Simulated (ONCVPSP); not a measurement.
**Before and after: ONCV potential for gallium (Ga)**

| Property | Result |
| --- | --- |
| Element | Ga (Z = 31) |
| Generator | ONCVPSP 4.0.1 |
| Type | optimised norm-conserving Vanderbilt (ONCV) |
| Functional | Wu-Cohen |
| Relativity | scalar-relativistic |
| Frozen core | [Ar] |
| Valence charge | 13 |
| Reference configuration | 3d10 4s1.5 (charge +1.5) |
| Partial waves | 4s: rc 1.55 bohr, ncon 5, nbas 10, qcut 3.8 1/bohr, 2 projectors, debl 1.5 Ha; p scattering state at 0.25 Ha: rc 1.55 bohr, ncon 4, nbas 8, qcut 5.1 1/bohr, 2 projectors, debl 1.1 Ha; 3d: rc 0.95 bohr, ncon 3, nbas 8, qcut 13.9 1/bohr, 2 projectors, debl 2.6 Ha |
| Local potential | polynomial inside 0.80 bohr (lpopt 5, dvloc0 0 Ha) |
| Core correction | none |

In the p channel the program set the typed energies aside and used 0.050, 1.150 Ha.

All-electron outer shells of the reference configuration (Wu-Cohen, scalar-relativistic, ld1.x):

| shell | level (eV) | outermost node (bohr) | outermost maximum (bohr) |
| --- | --- | --- | --- |
| 3p | -112.96 | 0.24 | 0.56 |
| 3d | -33.31 | – | 0.53 |
| 4s | -21.16 | 0.80 | 1.81 |

Change: functional BLYP.

Cutoffs: the cutoffs (Ha) at which the residual kinetic energy of the hardest occupied pseudo-wave falls to 1 and 0.1 mHa per electron; they do not see the model core or the augmentation charge, which bear on the density cutoff. Errors are all-electron minus pseudo energies relative to the spin-unpolarised reference configuration.

**Question.** How do hardness, ghosts and transferability respond?

**Answer.** The potential gets neither clearly harder nor softer (87 Ha and 109 Ha → 87 Ha and 109 Ha); both files keep a bound ghost (p, s); of the 4 tests that both files solve, the error grows in 2 and shrinks in 2 by more than 15 % and 0.3 meV (median size 5.8 → 4.0 meV).

| quantity | base | changed |
| --- | --- | --- |
| cutoff, loose | 87 Ha | 87 Ha |
| cutoff, tight | 109 Ha | 109 Ha |
| loose cutoff by channel | s 13 Ha, d 87 Ha | s 13 Ha, d 87 Ha |
| bound ghosts | s, p | s, p |
| GHOST(+) flags under 300 eV | p at 158.5 eV | p at 158.6 eV |
| error for 3d10 4s2 4p1, meV [ΔE -15.06 → -15.05 eV] | -7.9 | +5.1 |
| error for 3d10 4s2, meV [ΔE -9.38 eV] | -1.2 | +2.9 |
| error for 3d10 4s1, meV [ΔE 11.80 → 11.86 eV] | -3.6 | +1.9 |
| error for 3d10 4s0, meV [ΔE 42.93 → 43.40 eV] | +10 | +44 |
| s: phases at 1.57 bohr within 0.05 rad from the reference energy up to (Ha; the scan ends near 5) | to the end of the scan | to the end of the scan |
| p: phases at 1.57 bohr within 0.05 rad from the reference energy up to (Ha; the scan ends near 5) | to the end of the scan | to the end of the scan |
| d: phases at 0.97 bohr within 0.05 rad from the reference energy up to (Ha; the scan ends near 5) | to the end of the scan | to the end of the scan |

 A true bound ghost makes a file unfit for plane-wave use even where its test errors are small: the radial tests pick states by their node count and pass the ghost by.
